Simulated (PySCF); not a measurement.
A GIAO shielding run with PySCF (density fitting, non-relativistic, gas phase) on SMILES CS[C@H]1C[Si@H](Cl)C1, C₄H₉ClSSi:

```
$ OMP_NUM_THREADS=1 python probes_run.py task.json out

{"job": {"kind": "nmr", "xc": "PBE0", "basis": "pcSseg-1"}, "charge": 0, "multiplicity": 1}
C      1.987216    -0.271945     1.139139
S      1.839730    -0.487253    -0.657258
C      0.069974    -0.171084    -0.949197
C     -0.876254    -1.093156    -0.154873
Si    -1.550038     0.399031     0.833780
Cl    -3.522000     0.771560     0.669482
C     -0.412530     1.212387    -0.469962
H      1.353487    -0.986278     1.654902
H      1.726213     0.743622     1.419661
H      3.028668    -0.463960     1.376138
H     -0.014699    -0.302122    -2.027976
H     -0.358613    -1.882273     0.385157
H     -1.598370    -1.581506    -0.807805
H     -1.145745     0.513697     2.231834
H      0.392799     1.855502    -0.124165
H     -0.927436     1.752722    -1.262785
```

Hardware: 1 thread of an Arm Neoverse V1, shared host. The job also computes population analyses, field gradients, ring-centre shieldings.

Task: How large is the calculation?

Result: 80 electrons, 185 basis functions and 1029 auxiliary functions.

Task: How long does it take, and how much memory does it need?

Result: 39 s of wall time, with 13 SCF cycles and 5 response iterations; peak memory 0.83 GiB. Times on a shared host scatter by some tens of per cent.
